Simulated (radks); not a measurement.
Results of a calculation; reference values are marked as such.
Q: These are the eigenvalues of the occupied orbitals of an atom or ion with whole-number occupations (eV). Code: a radial shooting solver on a logarithmic mesh with Libxc functionals. Model: Dirac Kohn-Sham, PBE, spin-unpolarised, spherical densities, finite nucleus; Fermi nuclear charge, rms radius of each element as measured or else 0.836 A^(1/3) + 0.57 fm.

1s1/2: -273.3628
2s1/2: -13.7467
2p1/2: -5.2876

Which element is it, and in what charge state? The configuration may be excited. Open shells, if any, fill j = l - 1/2 first.

A: Z = 6, carbon, charge 0: C in [He] 2s2 2p2. The list shows which subshells hold electrons but not how many an open one holds; the 1s level, -10.046 hartree, gives Z - s = 4.5 by -(Z - s)^2/2, which with screening and relativity narrows Z to a few neighbours, and the depths of the outer levels then fix element, charge and occupations together.
